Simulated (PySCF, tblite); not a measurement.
Isomers of C5H11OP. All values are computed: GFN2-xTB (tblite) harmonic vibrations without scaling, gas phase. This tight-binding method is rough: wavenumbers can miss measured ones by several per cent, in bad cases by 10 to 20. Modes of hydrogen on phosphorus can be 10 to 20 % off. One conformer each.

Electronic energies: PBE0/pcSseg-1 single points on the GFN2-xTB geometries (PySCF, gas phase).

| SMILES | electronic energy, lowest = 0 (kJ/mol) |
| --- | --- |
| CCCPC(C)=O | 28.6 |
| CP1CCOCC1 | 31.9 |
| CC[C@@H]1CC[P@@H]1=O | 16.3 |
| CC(=O)CP(C)C | 0.0 |

Problem. How do GFN2-xTB zero-point energies change the relative energies?

Solution. 
| SMILES | ZPE (kJ/mol) | of it from modes above 1550 cm⁻¹ | electronic (kJ/mol) | with ZPE, lowest = 0 (kJ/mol) | lowest mode (cm⁻¹) | rings |
| --- | --- | --- | --- | --- | --- | --- |
| CC(=O)CP(C)C | 386.2 | 208.2 | 0.0 | 0.0 | 31 | 0 |
| CC[C@@H]1CC[P@@H]1=O | 396.7 | 192.8 | 16.3 | 26.8 | 90 | 1 |
| CCCPC(C)=O | 388.2 | 203.4 | 28.6 | 30.6 | 48 | 0 |
| CP1CCOCC1 | 397.9 | 194.0 | 31.9 | 43.6 | 132 | 1 |

The zero-point energies span 11.7 kJ/mol, from `CC(=O)CP(C)C` to `CP1CCOCC1`. The order is unchanged.

Problem. And how do the electronic energies of GFN2-xTB itself compare?

Solution. `CC(=O)CP(C)C` 131.8; `CC[C@@H]1CC[P@@H]1=O` 0.0; `CCCPC(C)=O` 146.8; `CP1CCOCC1` 109.9 kJ/mol, lowest = 0. Against the energies above, taken from the same isomer `CC(=O)CP(C)C`, the largest difference is 148.1 kJ/mol.

Problem. What do entropy and thermal enthalpy add at 298.15 K and 1 bar (rigid rotor, harmonic oscillator, one conformer each)?

Solution. 
```tsv
SMILES	point group	symmetry number	S (J/(mol K))	H − H(0) (kJ/mol)	ZPE + H − H(0) − TS (kJ/mol)
CC(=O)CP(C)C	C1	1	416.1	29.24	291.4
CC[C@@H]1CC[P@@H]1=O	C1	1	368.1	23.92	310.8
CCCPC(C)=O	C1	1	411.8	28.34	293.8
CP1CCOCC1	Cs	1	358.7	23.19	314.2
```
